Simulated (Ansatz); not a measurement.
The same atomization along the group C, Si, Ge, Sn.

Computed with Ansatz on PBE0-D4/def2-TZVP structures; ΔE is electronic, products minus reactants. CCSD(T)/CBS adds triple-zeta CCSD(T) − MP2 to the extrapolated MP2 energy (def2 sets, frozen cores). This one scheme is used for every species, atoms too. No spin–orbit coupling; open shells (•) take unrestricted orbitals. Spin–orbit coupling would lower the free atoms: a little for C, F, Si; clearly for Ge, Se; strongly for Sn. def2 core potentials past Kr. For Ge, Se, Sn outer-core shells are correlated without core-valence functions, so the limit isn't a true one: a few kJ/mol of doubt a bond, and 10 to 20 or more in all where bonds break to atoms. Scalar relativity is left out up to krypton. Each species was taken in one conformer, which may not be the lowest.

```tsv
reaction	CCSD(T)/CBS(def2) (kJ/mol)
`FC(F)(F)[SeH]` → 3 F• + H• + Se• + C•	2068
`F[Si](F)(F)[SeH]` → 3 F• + H• + Se• + Si•	2413
`[F][Ge]([F])([F])[SeH]` → 3 F• + H• + Se• + Ge•	?
`[F][Sn]([F])([F])[SeH]` → 3 F• + H• + Se• + Sn•	1912
```

Q: Fill in the missing values. (An estimate is asked.)

A: The calculation gave: `[F][Ge]([F])([F])[SeH]` → 3 F• + H• + Se• + Ge•: +2047.5 kJ/mol.

Largest T1 diagnostic: 0.013, for `[F][Sn]([F])([F])[SeH]`.

For atomizations the MP2-based limit and the directly extrapolated one differ by several kJ/mol either way, and by 10 to 25 for some Ge, Se and Sn compounds, so smaller differences from it don't rank the levels.
